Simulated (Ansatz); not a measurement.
The C1–H4 bond of dimethyl selenide (SMILES C[Se]C) is stretched (multiplicity 1, the rest rigid).
Geometry at rest (charge 0, multiplicity 1):
```xyz
9

C      1.4414    -0.2539     0.8300
Se     0.0135     0.1222    -0.4606
C     -1.4883    -0.1695     0.7664
H      1.3560    -1.2746     1.1969
H      2.3854    -0.1353     0.3023
H      1.3958     0.4525     1.6562
H     -1.4777    -1.1930     1.1354
H     -2.4001     0.0025     0.1984
H     -1.4379     0.5341     1.5947
```

Frozen-core correlation. Filled d and f shells under p-block atoms count as core.

Codes used: Ansatz (an electronic-structure program). Values without a source in brackets are computed.

FIC-MRCISD+Q on CASSCF(2,2)/cc-pVDZ, total energies (hartree):

```csv
R (Å),CASSCF,MRCISD,weight c² of the reference
1.088,-2479.052125,-2479.441408,0.87194
1.904,-2478.952220,-2479.334394,0.87064
3.482,-2478.895523,-2479.273800,0.87020
```

Add the Davidson correction (E_MRCISD − E_CASSCF)(1 − c²)/c² and give the energies above the first point at the three levels.


Corrections (hartree): -0.057172, -0.056783, -0.056425. Above the first point (kcal/mol):
- R = 1.904 Å: CASSCF 62.7, MRCISD 67.2, with the correction 67.4
- R = 3.482 Å: CASSCF 98.3, MRCISD 105.2, with the correction 105.6
